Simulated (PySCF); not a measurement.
HSE06 on Bi⁻ (bismuth, charge -1), [Xe] 4f14 5d10 6s2 6p4, high-spin 3P determinant. All numbers are calculated (PySCF 2.14, scalar relativity through the core potential, in aug-cc-pwCVDZ-PP with ECP60MDF (6s5p4d1f, 48 functions)).

```
cycle= 1 E= -214.641955799686  delta_E= -0.00728  |g|= 0.0133  |ddm|= 0.528
cycle= 2 E= -214.64205012039  delta_E= -9.43e-05  |g|= 0.0167  |ddm|= 0.0978
cycle= 3 E= -214.642250351707  delta_E= -0.0002  |g|= 0.00163  |ddm|= 0.0439
cycle= 4 E= -214.642258930071  delta_E= -8.58e-06  |g|= 0.000921  |ddm|= 0.013
cycle= 5 E= -214.6422610531  delta_E= -2.12e-06  |g|= 0.000122  |ddm|= 0.00621
cycle= 6 E= -214.642261129155  delta_E= -7.61e-08  |g|= 8.85e-06  |ddm|= 0.0016
cycle= 7 E= -214.642261129283  delta_E= -1.29e-10  |g|= 5.09e-07  |ddm|= 6.84e-05
converged SCF energy = -214.642261129283  <S^2> = 2.0052123  2S+1 = 3.0034729
```

Highest occupied orbital energy: 1.151 eV; ⟨L²⟩ = 2.02; populations by l: s 4.00, p 10.00, d 10.00, f 0.00.

Can this result be used?

With care. The calculation finished and met its thresholds. Energies and moments cover only the electrons outside the core potential. Spin-orbit coupling is strong in this species (close to jj coupling), so the high-spin LS determinant is a model state, not a physical level. At HSE06 the highest occupied level has a positive energy, so only the finite basis holds that electron; in a semilocal or global hybrid functional this comes from self-interaction and does not mean that the real anion is unbound.
